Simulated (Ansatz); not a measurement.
Job for Ansatz (an electronic-structure program): R-CCSD(T)/aug-cc-pV(D+d)Z on H4OSi (SMILES O[SiH3]) with ghost functions, monomers drawn apart or pushed together. Files ending in .json are basis or fitting sets from the Basis Set Exchange.

Ansatz 0.2 input:
```yaml
crystal:
  periodic: [false, false, false]
  atoms:
    - {symbol: O, position_ang: [0.69571678, -0.94492541, 2.89921763]}
    - {symbol: Si, position_ang: [-0.31774340, 0.24809651, 3.44070473]}
    - {symbol: H, position_ang: [1.56752381, -1.01325249, 3.29508249]}
    - {symbol: H, position_ang: [-0.41869374, 0.21701113, 4.92204772]}
    - {symbol: H, position_ang: [-1.63496467, -0.02570493, 2.83867811]}
    - {symbol: H, position_ang: [0.15566318, 1.59477457, 3.04105672]}
basis:
  gaussian:
    orbitals: aug-cc-pV_D+d_Z.json
    ghost_atoms:
      - {symbol: C, position_ang: [-0.35515557, -0.46886143, -0.01820082]}
      - {symbol: C, position_ang: [0.46626090, 0.57046372, 0.00286403]}
      - {symbol: H, position_ang: [-1.16453212, -0.53940923, -0.73511532]}
      - {symbol: H, position_ang: [-0.24691999, -1.28367929, 0.68632390]}
      - {symbol: H, position_ang: [1.27204872, 0.63552487, 0.72348020]}
      - {symbol: H, position_ang: [0.36671368, 1.39421373, -0.69384890]}
magnetization: {spin_polarized: false}
correlation: {method: ccsd_t, electrons: outside_noble_gas}
scf: {lower_state_search: off}
```

Q: What total energy does the run end on?

A: -366.5309 hartree (reference determinant -366.1766, T1 diagnostic 0.012).

Q: How many basis functions does it have, and what does it roughly cost on one machine?

A: 173 functions; around 21 core-seconds (rough).
